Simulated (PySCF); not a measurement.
Excitations are Tamm–Dancoff values on a coarser integration grid. The basis has no diffuse functions, so Rydberg states are missing or too high.

Z-matrix (Å, degrees):
```
Ge
H 1 1.5460
H 1 1.5460 2 106.72
Ge 1 2.4252 2 109.32 3 -118.15
H 4 1.5442 1 108.93 2 179.32
H 4 1.5443 5 107.63 1 -117.98
C 4 1.9585 5 109.78 6 -119.43
H 7 1.0993 4 110.23 5 179.14
H 7 1.0993 8 108.59 4 -120.87
H 7 1.0997 8 108.73 9 -118.13
Ge 1 2.4252 2 109.35 3 118.15
H 11 1.5442 1 108.95 2 -179.96
H 11 1.5443 12 107.62 1 117.97
C 11 1.9584 12 109.76 13 119.43
H 14 1.0992 11 110.23 12 61.04
H 14 1.0992 15 108.59 11 -120.87
H 14 1.0997 15 108.73 16 -118.13
```
Charge 0, multiplicity 1.

### Question
Give the S1 excitation (TDA), HOMO and dipole moment at the level TPSSh-D3(BJ)/def2-TZVP // PBE0-D3(BJ)/def2-SVP in PySCF.

### Answer

```
Item                    Result
-------------------  ---------
S1 excitation (TDA)    6.67 eV
HOMO                  -6.84 eV
dipole moment        0.124 e·Å
```
